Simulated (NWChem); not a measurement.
Species: CH$_{7}$As$_{2}$Ga; SMILES [CH3][Ga]([AsH2])[AsH2]

```xyz
11

Ga    -0.6200     0.0139    -0.0113
As     0.6086     2.1120     0.0500
H      1.6443     1.5668     1.0254
H     -0.2749     2.6704     1.1609
As     0.6180    -2.0802    -0.0141
H      1.7114    -1.5219    -0.9163
H     -0.1902    -2.6291    -1.1854
C     -2.5939     0.0032    -0.0221
H     -2.9905    -0.8155    -0.6410
H     -3.0070     0.9585    -0.3779
H     -2.9508    -0.1549     1.0097
```
Atoms are numbered in this order, from 1.

All runs: NWChem. STO-3G and 3-21G are far too small for this property and stand as cheap habits. The geometry was optimised at PBE0/def2-SVP. GIAO values for the isolated, static molecule; σ is the absolute isotropic shielding, δ = σ(reference) − σ with the isolated reference molecule computed at the same levels (1H: tetramethylsilane).

For level KT2/pcSseg-1:

σ Ga1 (ppm): 845.1
σ As2 (ppm): 1852.3
δ H3 (ppm): 2.26
σ As5 (ppm): 1848.2
δ H6 (ppm): 2.28
δ H7 (ppm): 2.25
δ H9 (rotor mean) (ppm): 0.85

### Question
How do the values read with level Hartree-Fock/STO-3G instead?

### Answer
The σ Ga1 (ppm) is 930.9, the σ As2 (ppm) comes out as 2606.6 and the δ H3 (ppm) is 8.00. The σ As5 (ppm) comes out as 2593.4 and the δ H6 (ppm) is 8.35. The δ H7 (ppm) is 2.80 and the δ H9 (rotor mean) (ppm) is -9.98.
